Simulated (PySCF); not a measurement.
CH5ClO2Si, SMILES C[Si](O)(O)Cl.

Geometry: PBE-D3(BJ)/def2-SVP. One conformer was computed; it need not be the lowest.

Calculation: PBE-D3(BJ)/def2-SVP (PySCF).

Frequencies are harmonic and unscaled.

Computed harmonic wavenumbers and intensities:
```json
[
 {"mode": "1", "ν (cm⁻¹)": "92", "IR (km/mol)": "54.5", "moving atoms (share of kinetic energy)": "H 49 %, O 34 %, C 10 %"},
 {"mode": "2", "ν (cm⁻¹)": "126", "IR (km/mol)": "3.4", "moving atoms (share of kinetic energy)": "H 94 %"},
 {"mode": "3", "ν (cm⁻¹)": "188", "IR (km/mol)": "40.3", "moving atoms (share of kinetic energy)": "H 60 %, O 16 %, Cl 12 %, C 10 %"},
 {"mode": "4", "ν (cm⁻¹)": "198", "IR (km/mol)": "13.7", "moving atoms (share of kinetic energy)": "O 41 %, H 22 %, C 18 %, Cl 16 %"},
 {"mode": "5", "ν (cm⁻¹)": "242", "IR (km/mol)": "18.0", "moving atoms (share of kinetic energy)": "H 50 %, O 18 %, Si 14 %, C 10 %"},
 {"mode": "6", "ν (cm⁻¹)": "257", "IR (km/mol)": "28.2", "moving atoms (share of kinetic energy)": "H 38 %, O 29 %, Si 16 %, Cl 11 %"},
 {"mode": "7", "ν (cm⁻¹)": "290", "IR (km/mol)": "41.5", "moving atoms (share of kinetic energy)": "O 42 %, Cl 17 %, H 17 %, Si 15 %, C 8 %"},
 {"mode": "8", "ν (cm⁻¹)": "350", "IR (km/mol)": "46.7", "moving atoms (share of kinetic energy)": "H 43 %, O 42 %"},
 {"mode": "9", "ν (cm⁻¹)": "489", "IR (km/mol)": "73.5", "moving atoms (share of kinetic energy)": "Cl 40 %, Si 34 %, O 11 %"},
 {"mode": "10", "ν (cm⁻¹)": "693", "IR (km/mol)": "43.3", "moving atoms (share of kinetic energy)": "C 38 %, H 26 %, Si 22 %, O 13 %"},
 {"mode": "11", "ν (cm⁻¹)": "739", "IR (km/mol)": "50.2", "moving atoms (share of kinetic energy)": "H 70 %, O 15 %, C 13 %"},
 {"mode": "12", "ν (cm⁻¹)": "751", "IR (km/mol)": "24.6", "moving atoms (share of kinetic energy)": "H 64 %, O 20 %, C 15 %"},
 {"mode": "13", "ν (cm⁻¹)": "804", "IR (km/mol)": "162.8", "moving atoms (share of kinetic energy)": "H 69 %, O 20 %"},
 {"mode": "14", "ν (cm⁻¹)": "825", "IR (km/mol)": "279.0", "moving atoms (share of kinetic energy)": "H 54 %, O 20 %, Si 18 %, C 8 %"},
 {"mode": "15", "ν (cm⁻¹)": "898", "IR (km/mol)": "103.8", "moving atoms (share of kinetic energy)": "H 39 %, Si 35 %, O 23 %"},
 {"mode": "16", "ν (cm⁻¹)": "943", "IR (km/mol)": "141.1", "moving atoms (share of kinetic energy)": "Si 47 %, O 37 %, H 14 %"},
 {"mode": "17", "ν (cm⁻¹)": "1228", "IR (km/mol)": "35.3", "moving atoms (share of kinetic energy)": "H 76 %, C 23 %"},
 {"mode": "18", "ν (cm⁻¹)": "1375", "IR (km/mol)": "4.1", "moving atoms (share of kinetic energy)": "H 96 %"},
 {"mode": "19", "ν (cm⁻¹)": "1378", "IR (km/mol)": "2.8", "moving atoms (share of kinetic energy)": "H 96 %"},
 {"mode": "20", "ν (cm⁻¹)": "2988", "IR (km/mol)": "0.1", "moving atoms (share of kinetic energy)": "H 97 %"},
 {"mode": "21", "ν (cm⁻¹)": "3091", "IR (km/mol)": "0.9", "moving atoms (share of kinetic energy)": "H 91 %, C 9 %"},
 {"mode": "22", "ν (cm⁻¹)": "3097", "IR (km/mol)": "0.9", "moving atoms (share of kinetic energy)": "H 91 %, C 9 %"},
 {"mode": "23", "ν (cm⁻¹)": "3763", "IR (km/mol)": "78.0", "moving atoms (share of kinetic energy)": "H 94 %"},
 {"mode": "24", "ν (cm⁻¹)": "3772", "IR (km/mol)": "82.6", "moving atoms (share of kinetic energy)": "H 94 %"}
]
```
